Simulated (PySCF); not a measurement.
3-methylindene, C10H10.
Atom-mapped SMILES: `[CH3:1][C:2]1=[CH:3][CH2:4][c:5]2[cH:6][cH:7][cH:8][cH:9][c:10]21` (hydrogens: H11, H12, H13 on C1; H14 on C3; H15, H16 on C4; H17 on C6; H18 on C7; H19 on C8; H20 on C9)

The calculation used PySCF, PBE0-D3(BJ)/def2-SVP geometry optimisation, gas phase.

Entries marked ? are missing. Bonds in one row agree within 0.01 Å.

```json
{"coordinate": "C1–C2", "value": "?"}
{"coordinate": "C2=C3", "value": "1.352 Å"}
{"coordinate": "C3–C4", "value": "1.500 Å"}
{"coordinate": "C4–C5", "value": "1.502 Å"}
{"coordinate": "C5–C6", "value": "?"}
{"coordinate": "C6–C7", "value": "1.399 Å"}
{"coordinate": "C7–C8", "value": "1.397 Å"}
{"coordinate": "C8–C9", "value": "1.396 Å"}
{"coordinate": "C9–C10", "value": "?"}
{"coordinate": "C2–C10", "value": "?"}
{"coordinate": "C5–C10", "value": "1.409 Å"}
{"coordinate": "C1–H11, C1–H12, C1–H13", "value": "1.101 Å"}
{"coordinate": "C3–H14", "value": "1.092 Å"}
{"coordinate": "C4–H15, C4–H16", "value": "1.105 Å"}
{"coordinate": "C6–H17", "value": "1.093 Å"}
{"coordinate": "C7–H18", "value": "1.093 Å"}
{"coordinate": "C8–H19", "value": "1.093 Å"}
{"coordinate": "C9–H20", "value": "1.093 Å"}
{"coordinate": "C1–C2–C3", "value": "128.0°"}
{"coordinate": "C1–C2–C10", "value": "123.6°"}
{"coordinate": "C3–C2–C10", "value": "?"}
{"coordinate": "C2–C3–C4", "value": "111.4°"}
{"coordinate": "C3–C4–C5", "value": "102.9°"}
{"coordinate": "C4–C5–C6", "value": "130.9°"}
{"coordinate": "C4–C5–C10", "value": "108.6°"}
{"coordinate": "C6–C5–C10", "value": "120.6°"}
{"coordinate": "C5–C6–C7", "value": "118.8°"}
{"coordinate": "C6–C7–C8", "value": "120.7°"}
{"coordinate": "C7–C8–C9", "value": "?"}
{"coordinate": "C8–C9–C10", "value": "118.7°"}
{"coordinate": "C2–C10–C9", "value": "?"}
{"coordinate": "C2–C10–C5", "value": "108.7°"}
{"coordinate": "C5–C10–C9", "value": "120.6°"}
```

Task: Estimate the withheld lengths and angles.

Result: 
- C1–C2 = 1.489 Å, drawn single (allylic carbon to fully substituted alkene carbon); equal to the sum of covalent radii, 1.49 Å.
- C5–C6 = 1.388 Å, aromatic (substituted aromatic carbon to aromatic CH carbon); 0.07 Å below the sum of covalent radii, 1.46 Å.
- C9–C10 = 1.395 Å, aromatic (aromatic CH carbon to substituted aromatic carbon); 0.07 Å below the sum of covalent radii, 1.46 Å.
- C2–C10 = 1.469 Å, drawn single (fully substituted alkene carbon to substituted aromatic carbon); 0.01 Å above the sum of covalent radii, 1.46 Å.
- C3–C2–C10 = 108.4°, at the fully substituted alkene carbon, inside a 5-membered ring; the outer atoms are 2.289 Å apart.
- C7–C8–C9 = 120.7°, at the aromatic CH carbon, inside a 6-membered ring; the outer atoms are 2.427 Å apart.
- C2–C10–C9 = 130.8°, at the substituted aromatic carbon; the outer atoms are 2.604 Å apart.

Radii are Cordero's, carbon taken as 0.76, 0.73 or 0.69 Å for four, three, and two or fewer neighbours.

No PBE0-D3(BJ)/def2-SVP frequencies stand behind this structure, so it isn't proved a minimum.

Cost: about 2.2 min of CPU time on one thread; the machine was shared, so the figure is rough. This is the geometry optimisation.
